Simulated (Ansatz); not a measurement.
SH-, closed-shell singlet (the spin of the measured ground state), most abundant isotopes (1.0078 and 31.9721 u). Constants from fifth-degree fits in 1/R to seven points on the lowest solution found; no spin–orbit coupling, no relativity up to Kr; ω_e x_e and α_e move by some per cent with the fit.

Cores are frozen in the correlated methods. CBS(a, b) extrapolates the correlation energy as X⁻³ and adds the Hartree–Fock energy of set b.

Programs: Ansatz (a first-principles code). Each number belongs to the level named beside it.

```tsv
level	r_e (Å)	ω_e (cm⁻¹)	ω_e x_e (cm⁻¹)	α_e (cm⁻¹)
PBE/def2-TZVPP	1.3575	2561.2	51.0	0.296
CCSD(T)/CBS(aug-cc-pV(Q+d)Z, aug-cc-pV(5+d)Z)	1.3448	2652.6	52.0	0.293
```

Predict ω_e, ω_e x_e, B_e and the fall in zero-point energy on putting deuterium (2.014102 u) for H, at CCSD(T)/CBS(aug-cc-pV(Q+d)Z, aug-cc-pV(5+d)Z).


The curve stays; ρ = √(μ_H/μ_D) = √(0.97703/1.89474) = 0.71809. ω_e scales with ρ: 1905 cm⁻¹; ω_e x_e and B_e with ρ²: 26.8 and 4.920 cm⁻¹. The zero-point energy falls by 368 cm⁻¹, by which D₀ of the deuteride is larger.
